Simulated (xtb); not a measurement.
H$_{4}$O$_{4}$Ti (SMILES [OH][Ti]([OH])([OH])[OH]), singlet, geometry from GFN2-xTB (such geometries of metal compounds can be far from the true shape); GFN2-xTB run with xtb.

Input for xtb:
```
$ xtb mol.xyz --gfn 2 --chrg 0 --uhf 0 --json

# file mol.xyz
9

Ti     0.00000000     0.00000000    -0.00000000
O      1.24544225    -0.58253470    -1.05566096
H      2.18594291    -0.38412089    -1.04907072
O      0.70126705     0.27495552     1.56125498
H      0.42784937     0.88996160     2.24752262
O     -0.68322854     1.49335881    -0.55495166
H     -1.41360157     1.63536595    -1.16350913
O     -1.26348075    -1.18577963     0.04935764
H     -1.20019071    -2.14120665    -0.03494277
```

Q: Predict the main parts of the log of this xtb run.

A: 
```
   ID    Z sym.   atoms
    1   22 Ti     1
    2    8 O      2, 4, 6, 8
    3    1 H      3, 5, 7, 9

           -------------------------------------------------
          |                Calculation Setup                |
           -------------------------------------------------

           -------------------------------------------------
          |                 G F N 2 - x T B                 |
           -------------------------------------------------

          ...................................................
          :                      SETUP                      :
          :.................................................:
          :  # basis functions                  30          :
          :  # atomic orbitals                  29          :
          :  # shells                           15          :
          :  # electrons                        32          :
          :  max. iterations                   250          :
          :  Hamiltonian                  GFN2-xTB          :
          :  restarted?                      false          :
          :  GBSA solvation                  false          :
          :  PC potential                    false          :
          :  electronic temp.          300.0000000     K    :
          :  accuracy                    1.0000000          :
          :  -> integral cutoff          0.2500000E+02      :
          :  -> integral neglect         0.1000000E-07      :
          :  -> SCF convergence          0.1000000E-05 Eh   :
          :  -> wf. convergence          0.1000000E-03 e    :
          :  Broyden damping             0.4000000          :
          :  net charge                          0          :
          :  unpaired electrons                  0          :
          ...................................................

 iter      E             dE          RMSdq      gap      omega  full diag
   1    -20.0515285 -0.200515E+02  0.648E+00    3.76       0.0  T
   2    -20.1664007 -0.114872E+00  0.407E+00    5.42       1.0  T
   3    -20.1740343 -0.763362E-02  0.204E+00    4.89       1.0  T
   4    -20.1740591 -0.247326E-04  0.515E-01    4.66       1.0  T
   5    -20.1741871 -0.128024E-03  0.325E-01    4.95       1.0  T
   6    -20.1746549 -0.467836E-03  0.143E-01    4.77       1.0  T
   7    -20.1747295 -0.745875E-04  0.266E-02    4.81       1.3  T
   8    -20.1747334 -0.390879E-05  0.752E-03    4.82       4.4  T
[...]
         :: total energy             -20.057560441250 Eh    ::
[...]
     2   8 O        1.532    -0.610    25.500     6.812
     3   1 H        0.822     0.320     0.662     1.277
     4   8 O        1.532    -0.610    25.500     6.812
     5   1 H        0.822     0.320     0.662     1.277
     6   8 O        1.532    -0.610    25.500     6.812
     7   1 H        0.822     0.320     0.662     1.277
     8   8 O        1.532    -0.610    25.500     6.812
     9   1 H        0.822     0.320     0.662     1.277

 Mol. C6AA /au·bohr⁶  :       1046.278637
 Mol. C8AA /au·bohr⁸  :      41181.902618
 Mol. α(0) /au        :         56.937972

Wiberg/Mayer (AO) data.
largest (>0.10) Wiberg bond orders for each atom

 ---------------------------------------------------------------------------
     #   Z sym  total        # sym  WBO       # sym  WBO       # sym  WBO
 ---------------------------------------------------------------------------
     1  22 Ti   4.420 --     8 O    1.057     6 O    1.057     4 O    1.057
                             2 O    1.057
     2   8 O    2.038 --     1 Ti   1.057     3 H    0.847
     3   1 H    0.898 --     2 O    0.847
     4   8 O    2.038 --     1 Ti   1.057     5 H    0.847
     5   1 H    0.898 --     4 O    0.847
     6   8 O    2.038 --     1 Ti   1.057     7 H    0.847
     7   1 H    0.898 --     6 O    0.847
     8   8 O    2.038 --     1 Ti   1.057     9 H    0.847
     9   1 H    0.898 --     8 O    0.847
 ---------------------------------------------------------------------------

Topologies differ in total number of bonds
Writing topology from bond orders to xtbtopo.mol

molecular dipole:
                 x           y           z       tot (Debye)
 q only:       -0.000       0.000       0.000
   full:       -0.000       0.000       0.000       0.000
molecular quadrupole (traceless):
                xx          xy          yy          xz          yz          zz
 q only:        0.299      -0.165       0.134       0.291       0.472      -0.433
  q+dip:        0.361      -0.199       0.162       0.351       0.569      -0.523
   full:        0.470      -0.259       0.211       0.457       0.741      -0.681

           -------------------------------------------------
          | TOTAL ENERGY              -20.057560441250 Eh   |
          | GRADIENT NORM               0.000103692396 Eh/α |
          | HOMO-LUMO GAP               4.820303458219 eV   |
           -------------------------------------------------

normal termination of xtb
```
